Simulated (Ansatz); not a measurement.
System: AlH4, charge -1, multiplicity 1. SMILES: [AlH4-]
Structure (B3LYP-D3(BJ)/def2-TZVP (Ansatz, an electronic-structure program) minimum search):
```xyz
5

Al     0.0000     0.0000     0.0000
H      1.1863    -0.2312     1.1097
H     -1.1818     0.9346     0.6495
H     -0.6289    -1.4506    -0.4386
H      0.6245     0.7472    -1.3206
```
Charge -1, spin multiplicity 1.

Parts of the frozen-core correlation energy in cc-pV(D+d)Z (Ansatz, hartree). Frozen orbitals: 5; correlated occupied orbitals by spin: 4 and 4; virtual: 34 and 34. Spin-orbit coupling is left out. Non-relativistic.

```csv
term,value
reference (HF),-244.23607
MP2 opposite-spin,…
MP2 same-spin,…
CCSD correlation,-0.13559
(T),…
CCSDT minus CCSD(T),-0.00053
CCSDT(Q) minus CCSD(T),-0.00057
T1 diagnostic,0.010
largest doubles amplitude,0.027
```

**Question.** What belongs in the gaps?

**Answer.** 
- MP2 opposite-spin, value: -0.09704
- MP2 same-spin, value: -0.00738
- (T), value: -0.00178
